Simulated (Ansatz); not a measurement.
Harmonic frequencies (cm⁻¹) at PBE0-D4/def2-TZVP from Ansatz: 69, 135, 145, 156, 160, 171, 188, 209, 315, 321, 328, 426, 430, 490, 511, 607, 622, 664, 684, 1543, 1543, 3572, 3574, 3664, 3665, 4013, 4016.

Each molecule was computed in one conformer, which needn't be the lowest.

**Question.** Which molecule is it?
A. `[NH2][Hf]([NH2])([OH])[OH]`
B. `C[O][Hf]([OH])([SeH])[O]C`
C. `[OH][Hf]([F])([F])[SH]`
D. `[NH2][Hf]([F])([F])[F]`

**Answer.** A.
